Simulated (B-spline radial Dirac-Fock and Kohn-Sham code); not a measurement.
## Binding energies of Sc⁴⁺ at several levels of theory

System: Sc⁴⁺ in the configuration 1s2 2s2 2p6 3s2 3p5.

The density-functional columns are spherical, spin-unpolarised Dirac-Kohn-Sham results without Breit or QED terms: −ε is minus the orbital energy of the initial state and ΔSCF the difference of two total energies. The reference in the last column comes from relaxed Dirac-Fock hole states (ΔSCF) with Breit and QED corrections and a finite nucleus. All numbers are from a radial B-spline solver, in eV; a selection of levels is shown.

| level | PBE −ε | PBE ΔSCF | LDA −ε | LDA ΔSCF | Dirac-Fock |
| --- | --- | --- | --- | --- | --- |
| K | 4453.5 | 4581.8 | 4441.5 | 4569.3 | 4562.5 |
| L1 | 530.5 | 556.7 | 529.2 | 555.5 | 571.9 |
| L2 | 447.7 | 477.3 | 447.5 | 477.2 | 476.5 |
| M1 | 105.7 | 115.9 | 105.4 | 115.6 | 118.7 |
| M2,3 | 83.38 | 93.21 | 83.41 | 93.24 | 91.75 |

Q: Order the estimates of the K (1s) level by their distance from the Dirac-Fock value, nearest first.
A. LDA ΔSCF
B. LDA −ε
C. PBE ΔSCF
D. PBE −ε

A: A (6.8 eV), C (19.3 eV), D (109.0 eV), B (121.0 eV).

Values without a named source are computed, but for edge energies of neutral atoms, which are taken from tables.
